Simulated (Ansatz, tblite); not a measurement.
Cost and result up the ladder for In(NH3)H3 (InNH₆) (8 atoms). The state is a singlet with charge 0. Geometry: PBE-D4/def2-TZVP.

```xyz
8

In    1.160    0.248    0.488
N    -1.033   -0.221   -0.435
H    -1.084    0.058   -1.417
H    -1.760    0.285    0.074
H    -1.245   -1.218   -0.380
H     0.799   -0.318    2.100
H     1.126    1.964    0.168
H     2.038   -0.798   -0.599
```

Ansatz on 4 threads of Arm Neoverse V2 on a shared host; xTB runs through tblite on one thread. Times are rough, summed over both states, and most runs start from the orbitals of an earlier one. CCSD(T)/def2-TZVPP serves as the yardstick here, not as an exact answer. The other state is a doublet.

In the def2 sets In takes a core potential; there is no spin–orbit coupling. The xTB rows come from tblite. Correlated methods freeze 5 core orbitals; core or outer-core shells of In are correlated, in sets that lack core-valence functions.

Run but left out: PBE-D4/def2-TZVP (charge +1 doublet: an occupied level 0.18 eV above an empty one).

Correlated methods converge slowly with the basis.

Raw xTB energies of ions are shifted by several eV.

| level | functions | vertical IE (eV) | difference from CCSD(T)/def2-TZVPP (eV) |
| --- | --- | --- | --- |
| GFN1-xTB | 25 | 14.02 | 4.31 |
| r2SCAN-D4/def2-TZVP | 117 | 9.40 | -0.30 |
| CCSD(T)/def2-TZVPP | 165 | 9.70 | 0.00 |
| GFN2-xTB | 19 | 13.69 | 3.99 |

Q: Estimate how long each takes.

A: GFN2-xTB 0.004 s; GFN1-xTB 0.006 s; r2SCAN-D4/def2-TZVP 6.9 s; CCSD(T)/def2-TZVPP 96 s. On shared hardware such times vary by a factor of up to 3.
